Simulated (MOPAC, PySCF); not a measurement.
[Zn(OH)(H)], neutral singlet in the gas phase. 

Cartesian coordinates (Å):
```xyz
4

Zn     0.0374    -0.0212     0.0514
O     -1.1119    -1.1223     0.8547
H     -0.7206    -1.9778     1.1078
H      0.9243     1.0014    -0.6424
```
Charge 0, multiplicity 1.

All levels are single points at this geometry (PBE-D3(BJ)/def2-SVP); Pople sets use spherical d functions. Orbital energies aren't observables, and empty levels follow the basis.

| level | HOMO (eV) | LUMO (eV) | gap (eV) | dipole (D) | vertical IE, Delta-SCF (eV) |
|---|---|---|---|---|---|
| TPSSh-D3(BJ)/def2-TZVP in PySCF | -7.30 | -0.80 | 6.50 | 1.53 | – |
| B3LYP/3-21G in PySCF | -7.13 | -0.67 | 6.46 | 1.67 | – |
| B3LYP/6-311+G** (LANL2DZ on Zn) in PySCF | -7.83 | -0.97 | 6.86 | 1.97 | – |
| B3LYP/LANL2DZ in PySCF | -7.56 | -0.90 | 6.66 | 2.01 | – |
| BP86/6-31G* (LANL2DZ on Zn) in PySCF | -6.13 | -1.23 | 4.90 | 1.46 | – |
| M06-2X/6-31G* (LANL2DZ on Zn) in PySCF | -9.32 | -0.03 | 9.29 | 1.70 | – |
| HF/6-31G* (LANL2DZ on Zn) in PySCF | -11.70 | 1.47 | 13.16 | 1.87 | – |
| AM1 in MOPAC | -11.82 | 0.89 | 12.72 | 1.56 | – |
| PM3 in MOPAC | -12.24 | 0.25 | 12.48 | 1.49 | – |
